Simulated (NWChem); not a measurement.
AlHOF2; SMILES [OH][Al]([F])[F]

```xyz
5

Al     0.0243    -0.0348     0.0000
F     -0.8271     1.3974     0.0000
F      1.6855     0.0272     0.0000
O     -0.7329    -1.5556     0.0000
H     -1.6985    -1.6460     0.0000
```
Atoms are numbered in this order, from 1.

Program: NWChem. Pople sets run with spherical d functions. STO-3G and 3-21G are far too small for this property and stand as cheap habits. The geometry was optimised at PBE-D3(BJ)/def2-SVP. Field at 589 nm.

```csv
level,isotropic polarisability (bohr³),anisotropy (bohr³),relative time
B3LYP/STO-3G,12.5,11.7,1
B3LYP/6-31G*,20.3,6.3,8
B3LYP/def2-SVP,19.4,6.2,6
B3LYP/def2-SVPD,26.9,4.3,20
B3LYP/aug-cc-pVDZ,26.7,4.8,50
```

Relative times are rough (shared machine, one core).
